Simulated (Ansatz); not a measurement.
```yaml
crystal:
  periodic: [false, false, false]
  atoms:
    - {symbol: F, position_ang: [-1.264265, 0.121759, 2.206985]}
    - {symbol: Si, position_ang: [0.148107, 0.145174, 1.474875]}
    - {symbol: Cl, position_ang: [1.261328, 1.541073, 2.463440]}
    - {symbol: N, position_ang: [0.030205, 0.581572, -0.158574]}
    - {symbol: Si, position_ang: [-0.170352, -0.468550, -1.526580]}
    - {symbol: H, position_ang: [0.732340, -1.196469, 1.618180]}
    - {symbol: H, position_ang: [0.019897, 1.575133, -0.347648]}
    - {symbol: H, position_ang: [-1.479567, -0.251673, -2.195086]}
    - {symbol: H, position_ang: [0.904599, -0.243649, -2.527134]}
    - {symbol: H, position_ang: [-0.099193, -1.855671, -1.005559]}
basis:
  gaussian: {orbitals: def2-TZVPD}
magnetization: {spin_polarized: true, initial_magnetization: 2}
hamiltonian: {xc: {name: CAM-B3LYP}, dispersion: d3bjatm}
output: {forces: true}
```

```sh
$ ansatz run in.yaml --threads 4 --pin off --events-out ev --progress --plain --max-ram 10444MiB
```

It prints (some lines left out):

```
Functional definition: CAM-B3LYP
1495 factors; their error is unknown
537 factors; integrals over basis functions are off by at most 4.1e-5 eV
mean field evaluation 1: about -32554.2738 eV, gradient 5.1e1 eV
mean field evaluation 2: about -32525.8235 eV, gradient 8.9e1 eV
mean field evaluation 4: about -32565.0205 eV, gradient 1.6e1 eV
mean field evaluation 8: about -32566.8375 eV, gradient 1.0e0 eV
mean field evaluation 16: about -32566.8845 eV, gradient 1.5e-2 eV
mean field evaluation 32: about -32566.8845 eV, gradient 3.1e-5 eV
mean field -32566.88452427 eV, -1196.8109316398 hartree, gradient 3.1e-5 eV, S^2 2.007773; 6 other end points of the search recorded, 0 dependent functions left out
reference -32566.88468551 eV, -1196.8109375652 hartree; 34, 32 occupied and 220, 222 virtual orbitals, 1495 factors
Total energy: -32567.10493347 eV, -1196.8190315286 hartree
Atom 0 at    -1.264265     0.121759     2.206985 Å, force     0.105436     0.111274    -0.429823 eV/Å
Atom 1 at     0.148107     0.145174     1.474875 Å, force     0.277219    -1.214772     3.402955 eV/Å
Atom 2 at     1.261328     1.541073     2.463440 Å, force    -0.045697    -0.203489    -0.301770 eV/Å
Atom 3 at     0.030205     0.581572    -0.158574 Å, force    -0.243665     0.087497    -0.376886 eV/Å
Atom 4 at    -0.170352    -0.468550    -1.526580 Å, force    -0.195612    -2.113421    -2.161235 eV/Å
Atom 5 at     0.732340    -1.196469     1.618180 Å, force     0.087505     0.278195     0.063208 eV/Å
Atom 6 at     0.019897     1.575133    -0.347648 Å, force    -0.019135     2.080653    -0.766390 eV/Å
Atom 7 at    -1.479567    -0.251673    -2.195086 Å, force     0.021310     0.331724     0.186685 eV/Å
Atom 8 at     0.904599    -0.243649    -2.527134 Å, force     0.008970     0.306241     0.200223 eV/Å
Atom 9 at    -0.099193    -1.855671    -1.005559 Å, force     0.003670     0.336099     0.183033 eV/Å
Dipole moment:     0.175532    -0.270916     0.077660 e Å
```

Run time 22 s (4 threads of an Arm Neoverse V1 on a shared host); peak host memory 1.3 GiB.
